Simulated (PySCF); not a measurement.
## Substituent effects on chemical shifts

Parent skeleton `[CH3:1][CH2:2][SiH:3]([NH2:4])[O:5][SiH3:6]`; one hydrogen on atom 1 is replaced by X. Hydrogens on one atom are averaged.

[PySCF: geometry from GFN2-xTB; shieldings: GIAO PBE0/pcSseg-1; one conformer; non-relativistic Hamiltonian; rapidly exchanging positions averaged; no solvent]

Shifts are taken against calculated references (same method and geometry level): TMS for 13C, 29Si, 1H; NH3 for 15N; 17O against H2O.

Known members:
| X | C1 | C2 | Si3 | N4 | O5 | Si6 | H(C1) | H(C2) | H(Si3) |
| --- | --- | --- | --- | --- | --- | --- | --- | --- | --- |
| COCH3 | 41.6 | 18.2 | -23.6 | 23.9 | 33.3 | -46.9 | 1.91 | 0.86 | 5.34 |
| CONH2 | 29.8 | 11.3 | -23.8 | 35.2 | 51.8 | -48.1 | 2.29 | 0.80 | 4.71 |
| N=CH2 | 61.8 | 24.8 | -21.7 | 25.9 | 28.6 | -45.7 | 3.65 | 1.06 | 5.34 |
| CH=NMe | 35.2 | 16.6 | -22.0 | 34.6 | 28.3 | -45.1 | 2.56 | 0.63 | 5.38 |
| CN | 11.2 | 18.4 | -23.2 | 30.8 | 22.9 | -41.7 | 2.52 | 0.68 | 5.05 |

Four more derivatives gave (δ, ppm):
```
compound    C1    C2    Si3    N4    O5    Si6  H(C1)  H(C2)  H(Si3)
       1  20.1  22.8  -19.9  27.0  27.1  -46.7   1.37   0.53    5.26
       2  32.3  19.2  -26.6  32.4  46.7  -49.6   1.26   0.72    4.81
       3  41.4  12.9  -29.6  41.9  46.1  -48.5   2.36   0.80    4.69
       4  29.1  19.4  -18.8  26.1  26.8  -46.2   1.48   0.52    5.29
```

Problem. Their substituents are CH2NH2, CH3, CH=NH, cPr. Which is which?

Solution. 1: X = CH3 (CCC[Si@H](N)O[SiH3]); 2: X = cPr (N[Si@@H](CCC1CC1)O[SiH3]); 3: X = CH=NH ([H]/N=C\CC[Si@@H](N)O[SiH3]); 4: X = CH2NH2 (NCCC[Si@@H](N)O[SiH3]).

Experimental scales use liquid or dissolved standards, which lie at an offset from isolated NH3 (liquid NH3: subtract about 20 ppm) and H2O (liquid H2O: subtract about 36 ppm).
